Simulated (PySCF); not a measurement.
C5H5F, SMILES C#CCC(=C)F. Geometry optimised at PBE0-D3(BJ)/def2-SVP. This is a generated structure with no PubChem entry under its InChIKey; it may be hypothetical. Other conformers were not sampled.

Computed equilibrium geometry at PBE0-D3(BJ)/def2-SVP (PySCF confirms it by a frequency run) as bond lengths and angles (one conformer of several):
Atoms: C1 C2 C3 C4 C5 F6 H7 H8 H9 H10 H11. Bonded distances (Å): C1–C2 1.210, C1–H7 1.074, C2–C3 1.459, C3–C4 1.499, C3–H8 1.105, C3–H9 1.101, C4–C5 1.329, C4–F6 1.334, C5–H10 1.091, C5–H11 1.090. Angles (°): C2–C1–H7 179.8, C1–C2–C3 179.9, C2–C3–C4 113.4, C2–C3–H8 108.9, C2–C3–H9 110.1, C4–C3–H8 108.4, C4–C3–H9 109.0, H8–C3–H9 106.8, C3–C4–C5 127.0, C3–C4–F6 112.3, C5–C4–F6 120.7, C4–C5–H10 120.5, C4–C5–H11 120.3, H10–C5–H11 119.3.
Charge 0, spin multiplicity 1.
